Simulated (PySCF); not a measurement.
Si(F)(OH)2(SiH3) (FH5O2Si2), SMILES O[Si](O)(F)[SiH3]. Atoms are numbered in the order given.

```xyz
10

O     -1.0832    -0.9298    -1.1525
Si    -0.3939     0.1263    -0.0939
O     -0.4978     1.6456    -0.7507
F     -1.2251     0.1674     1.3110
Si     1.7713    -0.6065     0.3640
H     -1.8874    -0.6451    -1.6060
H     -0.4591     2.3995    -0.1502
H      2.4111     0.3322     1.3331
H      1.7486    -1.9730     0.9593
H      2.5768    -0.6229    -0.8906
```

Geometry optimised at B3LYP-D3(BJ)/def2-SVP. The structure was generated by enumeration, and PubChem lists no compound with its InChIKey, so it may never have been made. The values are those of a single conformer.

All values below come from PBE/def2-TZVP run with PySCF.

Gas-phase values at a fixed geometry.

- total energy = -832.02710 hartree
- highest occupied level = -7.23 eV
- lowest empty level = -0.81 eV
- orbital gap = 6.42 eV
- dipole moment = 1.35 D
- quadrupole, principal values (traceless, Buckingham form, about the centre of nuclear charge) = -7.97, 2.52, 5.45 D·Å
- mean static polarisability = 61.8 bohr³ (9.16 Å³)
- polarisability, principal values = 54.5, 59.1, 72.0 bohr³
